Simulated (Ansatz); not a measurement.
Basis-set series for C2H4BFO (`CC1(F)BO1`). Charge 0, multiplicity 1. The geometry is a stationary point of PBE0-D4/def2-TZVP.

```
functional       basis  functions  energy (Eh)  HOMO (eV)  LUMO (eV)
   PBE0-D4  def2-TZVPP        211   -278.34077      -8.02      -0.82
   PBE0-D4  def2-QZVPP        405   -278.35594      -8.04      -0.89
   ωB97M-V  def2-TZVPP        211   -278.55020     -10.34       1.13
   ωB97M-V  def2-QZVPP        405   -278.56448     -10.36       0.94
```

Problem. Give the rows for def2-SVP. (Best estimate.)

Solution. Ansatz gave: 
```
functional     basis  functions  energy (Eh)  HOMO (eV)  LUMO (eV)
   PBE0-D4  def2-SVP         90   -278.01692      -7.93      -0.61
   ωB97M-V  def2-SVP         90   -278.21632     -10.24       1.53
```

Positive LUMOs are unbound and depend on the basis.
